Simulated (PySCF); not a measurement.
**OsO2F2 at several levels of theory**

Computed with PySCF 2.14.0 (density fitting, no spin-orbit coupling) at the geometry relaxed with PBE:

```xyz
5
OsO2F2 (triplet)
Os    0.0000    0.0000    0.1247
O     0.9703    0.9703    1.1681
O    -0.9703   -0.9703    1.1681
F     0.9053   -0.9053   -1.2631
F    -0.9053    0.9053   -1.2631
```

| level | basis | state | HOMO (eV) | gap (eV) | charge on Os1 (e) | dipole about the centre of mass (D) | largest force component (eV/Å) |
| --- | --- | --- | --- | --- | --- | --- | --- |
| PBE | Os def2-SVP with ECP60, O def2-SVP, F def2-SVP | triplet | -5.98 | 0.24 | 1.10 | 0.08 | 0.03 |
| M06-L | the same | triplet | -6.48 | 0.68 | 1.43 | 0.09 | 0.59 |
| PBE | Os def2-TZVP with ECP60, O def2-TZVP, F def2-TZVP | triplet | -6.12 | 0.24 | 1.33 | 0.06 | 0.12 |
| PBE | Os x2c-SVPall, O x2c-SVPall, F x2c-SVPall | triplet | -6.28 | 0.15 | 0.89 | 0.02 | 0.47 |

HOMO and gap are taken over both spins. Charges are Mulliken's, which hang on the basis. The relaxation used the grid (50, 194), these runs (75, 302) or, all-electron (x2c bases, spin-free X2C Hamiltonian), (99, 590).

A further run in the first row's basis gives HOMO (eV) -5.83, gap (eV) 0.17, charge on Os1 (e) 1.09, dipole about the centre of mass (D) 0.08, largest force component (eV/Å) 0.38. Which level was it?
A. CAM-B3LYP
B. PBE0
C. BLYP

C. The others give HOMO -8.09 eV (PBE0); -9.57 eV (CAM-B3LYP).

Open shells may have lower solutions than the one found.

A gap near or under zero over both spins lies within a partly filled shell and is no excitation energy.
